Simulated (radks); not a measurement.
The nitrogen ion N0.75+, 6.25 electrons, occupied as [He] 2s2 2p(up 1.25, down 1) (fractional occupations, a model configuration). All-electron calculation, scalar-relativistic Kohn-Sham, PBE, spin-polarised, spherical densities, point nucleus. Program: a radial shooting solver on a logarithmic mesh with Libxc functionals.

Normalised radial functions P(r) = r R(r), r in bohr:

r,1s up,2s up
0.02034,0.6218,0.1493
0.02504,0.7406,0.1776
0.03083,0.8754,0.2096
0.03796,1.0252,0.2448
0.04674,1.1872,0.2824
0.05755,1.3557,0.3204
0.07085,1.5220,0.3562
0.08724,1.6738,0.3854
0.1074,1.7947,0.4024
0.1322,1.8661,0.3999
0.1628,1.8693,0.3696
0.1989,1.7942,0.3065
0.2448,1.6295,0.1989
0.3015,1.3851,0.0463
0.3712,1.0866,-0.1466
0.457,0.7731,-0.3650
0.5626,0.4893,-0.5847
0.6927,0.2691,-0.7729
0.8529,0.1246,-0.8928
1.05,0.0467,-0.9173
1.293,0.0136,-0.8408
1.592,0.0029,-0.6843
1.96,0.0004,-0.4891
2.413,0.0000,-0.3025
2.971,0.0000,-0.1585
3.658,0.0000,-0.0680
4.504,0.0000,-0.0228

1s up: eigenvalue -396.99 eV, 0 radial nodes, <r> = 0.230 bohr, 90 % of the charge inside 0.412 bohr. 2s up: eigenvalue -28.909 eV, 1 radial node at r = 0.318 bohr, <r> = 1.26 bohr, 90 % of the charge inside 2.00 bohr.
